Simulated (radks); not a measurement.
Excited configurations of Os III: one electron is placed in a higher orbital outside [Xe] 4f14 5d5. The ground configuration is [Xe] 4f14 5d6. All-electron calculation, scalar-relativistic Kohn-Sham, BLYP, spin-unpolarised, spherical densities, point nucleus. Program: a radial shooting solver on a logarithmic mesh with Libxc functionals. Excitation = E - E(ground); binding = E(ion) - E, where the ion is the core of charge +3; n* = 3/sqrt(2 binding) in atomic units, and the quantum defect is n - n*.

[
 {"outer orbital": "5f", "excitation (eV)": "20.506", "binding (eV)": "8.258", "n*": "3.851", "eigenvalue (eV)": "-6.258"},
 {"outer orbital": "6d", "excitation (eV)": "17.766", "binding (eV)": "10.998", "n*": "3.337", "eigenvalue (eV)": "-8.858"},
 {"outer orbital": "6f", "excitation (eV)": "23.133", "binding (eV)": "5.632", "n*": "4.663", "eigenvalue (eV)": "-4.558"},
 {"outer orbital": "7s", "excitation (eV)": "16.929", "binding (eV)": "11.835", "n*": "3.217", "eigenvalue (eV)": "-10.071"},
 {"outer orbital": "7p", "excitation (eV)": "19.190", "binding (eV)": "9.574", "n*": "3.576", "eigenvalue (eV)": "-8.118"},
 {"outer orbital": "7d", "excitation (eV)": "22.045", "binding (eV)": "6.720", "n*": "4.269", "eigenvalue (eV)": "-5.594"},
 {"outer orbital": "7f", "excitation (eV)": "24.768", "binding (eV)": "3.997", "n*": "5.535", "eigenvalue (eV)": "-3.334"}
]

The Delta-SCF ionisation energy is 28.765 eV (NIST Atomic Spectra Database: 25 eV, theoretical). Self-interaction in the functional shifts the binding energies and quantum defects, so they are the method's values and not measured ones. Spin polarisation and multiplet splitting are left out, so open shells lie too high by an amount that depends on their filling. Spin-orbit splitting is averaged out at the scalar-relativistic level.

Beside tabulated values, note that spin-unpolarised runs miss the spin-polarisation part of the exchange energy of open shells.
